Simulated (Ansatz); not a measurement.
Cost and result up the ladder for cyclo-(F2GeNMe)3 (C3H9F6Ge3N3) (24 atoms). The state is a singlet with charge 0. Geometry: PBE-D4/def2-SVP.

```xyz
24

Ge   -1.850    0.299    0.050
F    -3.022    0.360    1.345
F    -2.861    0.615   -1.340
N    -1.107   -1.345   -0.159
C    -1.997   -2.479   -0.486
Ge    0.663   -1.674    0.111
F     1.142   -2.972   -0.957
F     0.980   -2.362    1.687
N     1.717   -0.232   -0.243
C     3.122   -0.463   -0.641
Ge    1.150    1.481   -0.037
F     1.603    2.374   -1.470
F     2.030    2.349    1.198
N    -0.614    1.590    0.400
C    -1.092    2.848    1.017
H    -1.417   -3.276   -0.992
H    -2.479   -2.909    0.417
H    -2.788   -2.147   -1.187
H     3.436    0.307   -1.374
H     3.214   -1.450   -1.136
H     3.815   -0.434    0.226
H    -1.952    2.635    1.681
H    -1.406    3.593    0.256
H    -0.285    3.291    1.634
```

Ansatz on 2 threads of AMD EPYC 7R13 on a shared host and a share (18 GiB) of an NVIDIA H100 80GB HBM3. Times are rough, and most runs start from the orbitals of an earlier one. ωB97M-V/def2-TZVP serves as the yardstick here, not as an exact answer. Differences are given only for rows in sets of like size (and for xTB, whose basis is part of the method), since another set adds its own error. Binding counts from free atoms at the same level (Ge triplet, F doublet, N quartet, C triplet, H doublet; other spins of the atoms weren't run), without zero-point energy or a counterpoise term.

The 6-31G sets use Cartesian d functions. B3LYP takes the VWN-RPA correlation. Correlated methods freeze 39 core orbitals; core or outer-core shells of Ge are correlated, in sets that lack core-valence functions. Single mean-field runs in def2-TZVP are fitted with def2-universal-jkfit.

Correlated methods converge slowly with the basis.

```csv
level,functions,wall time
HF/STO-3G,123,15 s
HF/6-31G,213,16 s
B3LYP-D4/6-31G,213,17 s
PBE0-D4/def2-SVP,309,20 s
revPBE-D4/def2-TZVP (with forces),570,20 s
MP2/def2-TZVP,570,21 s
r2SCAN-D4/def2-TZVP,570,22 s
PBE-D4/def2-SVP,309,22 s
PBE-D4/def2-TZVP,570,23 s
ωB97M-V/def2-TZVP,570,23 s
PBE0-D4/def2-TZVP (with forces),570,26 s
ωB97X-V/def2-TZVP,570,27 s
```

(1) Estimate what each level gives for the binding energy per atom (eV).

## Answers

(1) 
| level | binding energy per atom (eV) | difference from ωB97M-V/def2-TZVP (eV) |
| --- | --- | --- |
| HF/STO-3G | 3.02 | – |
| HF/6-31G | 2.53 | – |
| B3LYP-D4/6-31G | 3.90 | – |
| PBE0-D4/def2-SVP | 4.05 | – |
| revPBE-D4/def2-TZVP (with forces) | 4.01 | -0.02 |
| MP2/def2-TZVP | 4.05 | 0.02 |
| r2SCAN-D4/def2-TZVP | 4.03 | 0.01 |
| PBE-D4/def2-SVP | 4.18 | – |
| PBE-D4/def2-TZVP | 4.14 | 0.11 |
| ωB97M-V/def2-TZVP | 4.03 | 0.00 |
| PBE0-D4/def2-TZVP (with forces) | 4.02 | -0.01 |
| ωB97X-V/def2-TZVP | 4.06 | 0.04 |
